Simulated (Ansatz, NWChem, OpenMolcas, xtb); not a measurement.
**Ligand exchange: CH2ClI + HI → CH2I2 + HCl**

Gas-phase species: CH2ClI (chloroiodomethane) `ClCI`, singlet; HI (hydrogen iodide), singlet; CH2I2 (diiodomethane) `ICI`, singlet; HCl (hydrogen chloride), singlet. The partners trade Cl for I: C–Cl and H–I bonds give way to C–I and H–Cl.

Shapes, held fixed at every level: PBE0-D4/def2-TZVP. Programs: Ansatz 0.2.0, NWChem 7.3.0, OpenMolcas 26.06, xtb 6.7.1. A level may come from different programs for different species; with the same settings they agree closely. The zero-point and thermal change to 298 K, harmonic and unscaled (PBE0-D4/def2-TZVP), is +1.6 kJ/mol.

Q: Estimate ΔH(298 K) of this reaction.

A: The highest level, CCSD(T)/def2-TZVPP, gives ΔH(298 K) = -19.1 kJ/mol; the levels span -19.1 to +22.6. They disagree on the sign: 1 of 9 are positive. The column of differences is taken from that level and isn't an error. No measured value is set beside it here. For atoms past krypton def2 sets carry core potentials with scalar relativity. Outer-core shells of I are correlated, in sets that cover them unevenly. CCSD(T)/def2-TZVPP lies outside the range of the other correlated levels here, so it shouldn't be taken on trust.

```json
{"level": "GFN0-xTB", "kind": "semi-empirical", "ΔH(298 K) (kJ/mol)": "+22.6", "less CCSD(T)/def2-TZVPP": "+41.7"}
{"level": "HF/def2-SVP", "kind": "Hartree–Fock", "ΔH(298 K) (kJ/mol)": "-7.0", "less CCSD(T)/def2-TZVPP": "+12.1"}
{"level": "PBE-D4/def2-TZVPP", "kind": "GGA", "ΔH(298 K) (kJ/mol)": "-13.9", "less CCSD(T)/def2-TZVPP": "+5.2"}
{"level": "r2SCAN-D4/def2-TZVPP", "kind": "meta-GGA", "ΔH(298 K) (kJ/mol)": "-13.0", "less CCSD(T)/def2-TZVPP": "+6.1"}
{"level": "PBE0/def2-SVP", "kind": "global hybrid", "ΔH(298 K) (kJ/mol)": "-7.6", "less CCSD(T)/def2-TZVPP": "+11.5"}
{"level": "B3LYP-D4/def2-TZVPP", "kind": "global hybrid", "ΔH(298 K) (kJ/mol)": "-14.8", "less CCSD(T)/def2-TZVPP": "+4.3"}
{"level": "B2PLYP/def2-TZVPP", "kind": "double hybrid", "ΔH(298 K) (kJ/mol)": "-15.9", "less CCSD(T)/def2-TZVPP": "+3.2"}
{"level": "MP2/def2-SVP", "kind": "perturbation theory", "ΔH(298 K) (kJ/mol)": "-15.8", "less CCSD(T)/def2-TZVPP": "+3.3"}
{"level": "CCSD(T)/def2-TZVPP", "kind": "coupled cluster or CI", "ΔH(298 K) (kJ/mol)": "-19.1", "less CCSD(T)/def2-TZVPP": "0.0"}
```
